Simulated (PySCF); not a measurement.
A run that did not reach its result, on `N#C[C@H]1CC=C1C(F)(F)F` (driver script around PySCF, density fitting, GFN2-xTB geometry as the base; each input is a line of settings and coordinates in Å).

Command:
```bash
OMP_NUM_THREADS=1 python probes_run.py task.json out
```
Input:
```
{"job": {"kind": "j", "xc": "M06-2X", "basis": "6-31++G**", "scf": {"max_cycle": 82}}, "charge": 0, "multiplicity": 1}
N     -0.554746     2.711410    -1.935662
C     -0.610585     1.888298    -0.988101
C     -0.708455     0.836984     0.189705
C     -1.814327    -0.450897    -0.076676
C     -0.498758    -1.448307    -0.030093
C      0.455212    -0.357434     0.192086
C      2.074969    -0.263571     0.402093
F      2.738564     0.564236    -0.624361
F      2.426465     0.337227     1.710872
F      2.712790    -1.592577     0.360361
H     -0.841328     1.413516     1.235716
H     -2.606626    -0.611183     0.805250
H     -2.382634    -0.409115    -1.129307
H     -0.391289    -2.619110    -0.136266
```

Output:
```
NotImplementedError: meta-GGA kernel
```

The run took about 70 s of CPU time (one thread, shared machine).

Problem. Diagnose the run.

Solution. M06-2X is a meta-GGA, and the driver's response routines have no response kernel for that class; the run stopped after the SCF. The coordinates are the GFN2-xTB ones scaled by 1.1. Use a GGA or a hybrid of one here, or a program that has the terms. This is a limit of the driver, not of the theory.

Conformer computed: `[N:1]#[C:2][C@H:3]1[CH2:4][CH:5]=[C:6]1[C:7]([F:8])([F:9])[F:10]`: C5–C6–C7–F8 120°.
